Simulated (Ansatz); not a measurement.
`[SiH3]OBCl` + `BO` → `BO[SiH3]` + `OBCl` at 500 K and 1 bar (ligand exchange at the Si–O bond).

Gas-phase electronic energies from Ansatz, PBE0-D4/def2-TZVP geometries. CCSD(T)/CBS adds triple-zeta CCSD(T) − MP2 to the extrapolated MP2 energy (def2 sets, frozen cores). This one scheme is used for every species. One conformer a species, not always the lowest.

```csv
species,CCSD(T)/CBS energy (Eh),H − E (kJ/mol),S (J/(mol·K))
`[SiH3]OBCl`,-851.35221,154.5,376.2
`BO`,-101.80414,113.6,256.0
`BO[SiH3]`,-392.11480,167.4,338.5
`OBCl`,-561.03999,100.1,295.7
```

H − E and S are ideal-gas, rigid-rotor, harmonic terms from PBE0-D4/def2-TZVP, for one conformer and one mirror image of each species. 1 Eh = 2625.50 kJ/mol, R = 8.31446 J/(mol·K).

**Question.** By hand: ΔE, ΔH, ΔS and ΔG.

**Answer.** ΔE = (-392.11480) + (-561.03999) − (-851.35221) − (-101.80414) = 0.00156 Eh = 4.1 kJ/mol. Δ(H − E) = 167.4 + 100.1 − 154.5 − 113.6 = -0.6, so ΔH = 3.5 kJ/mol. ΔS = 338.5 + 295.7 − 376.2 − 256.0 = 2.0 J/(mol·K). ΔG = 3.5 − 500 × (2.0)/1000 = 2.5 kJ/mol.

**Question.** By hand: the equilibrium constant, and the temperature at which ΔG would vanish if ΔH and ΔS stayed fixed.

**Answer.** log₁₀ K = −ΔG/(RT ln 10) = -0.3. ΔG = 0 at ΔH/ΔS = 1750 K, though so small a ΔH makes that figure unsure.

The number of gas molecules stays the same, so ΔS is small and ΔH decides. The sign of ΔG lies within the doubt. A doubt of 5 kJ/mol in ΔE shifts log₁₀ K by 0.5 here. Other conformers and mirror images would add mixing entropy, several J/(mol·K) or more a flexible species. These are equilibria of isolated gas molecules and say nothing of rates. Largest T1 diagnostic: 0.014 (customary marks: 0.02 for closed shells, 0.045 for open ones).
